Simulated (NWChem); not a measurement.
Everything below was run with NWChem. System: H$_{3}$BOS$_{2}$, charge 0, spin multiplicity 1, at a geometry optimised with PBE0/def2-SVP. The structure started from a generated list of species. Level: RHF/cc-pVDZ.

NWChem printed:

```
             Northwest Computational Chemistry Package (NWChem) 7.3.0
             --------------------------------------------------------

                                NWChem Input Module
                                -------------------

 Scaling coordinates for geometry "geometry" by  1.889725989
 (inverse scale =  0.529177249)

 Turning off AUTOSYM since
 SYMMETRY directive was detected!

                             Geometry "geometry" -> ""
                             -------------------------

 Output coordinates in angstroms (scale by  1.889725989 to convert to a.u.)

  No.       Tag          Charge          X              Y              Z
 ---- ---------------- ---------- -------------- -------------- --------------
    1 B                    5.0000    -0.00397300    -0.39692100     0.00000000
    2 O                    8.0000     0.00174700    -1.75057200     0.00000000
    3 H                    1.0000    -0.86545600    -2.16410400     0.00000000
    4 S                   16.0000    -1.49919700     0.65311600     0.00000000
    5 H                    1.0000    -2.41970300    -0.33656900     0.00000000
    6 S                   16.0000     1.63098100     0.39807900     0.00000000
    7 H                    1.0000     1.18249300     1.67073800     0.00000000

 Effective nuclear repulsion energy (a.u.)     188.2041579092

            Nuclear Dipole moment (a.u.)
            ----------------------------
        X                 Y               Z
 ---------------- ---------------- ----------------
    -0.0000207870     0.0000075589     0.0000000000

      Symmetry information
      --------------------

 Group name             Cs
 Group number              2
 Group order               2
 No. of unique centers     7

      Symmetry unique atoms

     1    2    3    4    5    6    7


 Summary of "ao basis" -> "" (spherical)
 ------------------------------------------------------------------------------
       Tag                 Description            Shells   Functions and Types
 ---------------- ------------------------------  ------  ---------------------
 *                          cc-pvdz                   on all atoms

 Summary of "ao basis" -> "ao basis" (spherical)
 ------------------------------------------------------------------------------
       Tag                 Description            Shells   Functions and Types
 ---------------- ------------------------------  ------  ---------------------
[...]
 Vector   23  Occ=2.000000D+00  E=-4.128107D-01  Symmetry=a"
              MO Center= -4.1D-01,  3.1D-01, -7.1D-17, r^2= 3.5D+00
   Bfn.  Coefficient  Atom+Function         Bfn.  Coefficient  Atom+Function
  ----- ------------  ---------------      ----- ------------  ---------------
    43      0.402453  4 S  pz                46      0.400236  4 S  pz
    66      0.279491  6 S  pz                69      0.270544  6 S  pz
    20     -0.199060  2 O  pz                23     -0.165669  2 O  pz

 Vector   24  Occ=2.000000D+00  E=-3.709309D-01  Symmetry=a"
              MO Center=  5.0D-01,  4.6D-01, -3.1D-16, r^2= 3.7D+00
   Bfn.  Coefficient  Atom+Function         Bfn.  Coefficient  Atom+Function
  ----- ------------  ---------------      ----- ------------  ---------------
    69      0.447570  6 S  pz                66      0.434671  6 S  pz
    46     -0.339005  4 S  pz                43     -0.324982  4 S  pz

 Vector   25  Occ=0.000000D+00  E= 1.257427D-01  Symmetry=a'
              MO Center= -1.2D+00, -2.6D-01,  2.4D-16, r^2= 6.0D+00
   Bfn.  Coefficient  Atom+Function         Bfn.  Coefficient  Atom+Function
  ----- ------------  ---------------      ----- ------------  ---------------
    53      1.105065  5 H  s                 30      0.646910  3 H  s
    76      0.634199  7 H  s                 37     -0.623428  4 S  s
    44      0.578372  4 S  px                60     -0.486886  6 S  s
    45      0.440263  4 S  py                68     -0.386673  6 S  py
    17     -0.301419  2 O  s                 67      0.212904  6 S  px

 Vector   26  Occ=0.000000D+00  E= 1.584304D-01  Symmetry=a"
              MO Center= -6.7D-03, -2.4D-01, -2.4D-15, r^2= 3.3D+00
   Bfn.  Coefficient  Atom+Function         Bfn.  Coefficient  Atom+Function
  ----- ------------  ---------------      ----- ------------  ---------------
     9      0.883335  1 B  pz                 6      0.473404  1 B  pz
    69     -0.416221  6 S  pz                46     -0.409249  4 S  pz
    23     -0.324226  2 O  pz                20     -0.222908  2 O  pz
    43     -0.153186  4 S  pz

 Vector   27  Occ=0.000000D+00  E= 1.761199D-01  Symmetry=a'
              MO Center=  4.5D-01,  6.9D-01,  6.4D-16, r^2= 6.1D+00
   Bfn.  Coefficient  Atom+Function         Bfn.  Coefficient  Atom+Function
  ----- ------------  ---------------      ----- ------------  ---------------
    76      1.356805  7 H  s                 68     -0.864420  6 S  py
    37      0.789648  4 S  s                 53     -0.777591  5 H  s
    60     -0.520260  6 S  s                  8     -0.475144  1 B  py
     3     -0.456616  1 B  s                 45     -0.417327  4 S  py
    65     -0.234588  6 S  py                30     -0.220807  3 H  s

 center of mass
 --------------
 x =   0.04179740 y =   0.00809172 z =   0.00000000

 moments of inertia (a.u.)
 ------------------
         275.332968942516          21.027398440043           0.000000000000
          21.027398440043         588.969079488442           0.000000000000
           0.000000000000           0.000000000000         864.302048430958

  Mulliken analysis of the total density
  --------------------------------------

    Atom       Charge   Shell Charges
 -----------   ------   -------------------------------------------------------
    1 B    5     4.77   2.00  0.61  0.19  1.46  0.24  0.27
    2 O    8     8.21   2.00  0.83  0.80  2.87  1.70  0.01
    3 H    1     0.82   0.68  0.06  0.09
    4 S   16    16.18   2.00  2.01  0.89  0.87  6.00  2.34  2.00  0.07
    5 H    1     0.93   0.70  0.20  0.03
    6 S   16    16.16   2.00  2.01  0.89  0.87  6.00  2.34  1.98  0.07
    7 H    1     0.92   0.70  0.18  0.04

       Multipole analysis of the density wrt the origin
       ------------------------------------------------

     L   x y z        total         open         nuclear
     -   - - -        -----         ----         -------
     0   0 0 0     -0.000000      0.000000     48.000000

     1   1 0 0     -0.973592      0.000000     -0.000021
     1   0 1 0     -0.343580      0.000000      0.000008
     1   0 0 1     -0.000000      0.000000      0.000000

     2   2 0 0    -28.435360      0.000000    308.987841
     2   1 1 0      4.944344      0.000000     -2.256397
     2   1 0 1      0.000000      0.000000      0.000000
     2   0 2 0    -26.387927      0.000000    150.885247
     2   0 1 1      0.000000      0.000000      0.000000
     2   0 0 2    -30.457161      0.000000      0.000000

 Task  times  cpu:        1.9s     wall:        1.9s

 Total times  cpu:        2.0s     wall:        2.0s
```

Write an NWChem input that would produce this output.

Several could match; the one computed here: 
```
start mol
memory heap 200 mb stack 900 mb global 1100 mb
geometry units angstroms nocenter noautoz
  B     -0.003973    -0.396921     0.000000
  O      0.001747    -1.750572     0.000000
  H     -0.865456    -2.164104     0.000000
  S     -1.499197     0.653116     0.000000
  H     -2.419703    -0.336569     0.000000
  S      1.630981     0.398079     0.000000
  H      1.182493     1.670738     0.000000
  symmetry group Cs
end
basis spherical
  * library cc-pvdz
end
scf
  rhf
  nopen 0
  maxiter 100
  thresh 1e-7
  semidirect memsize 60000000 filesize 0
end
task scf energy
```
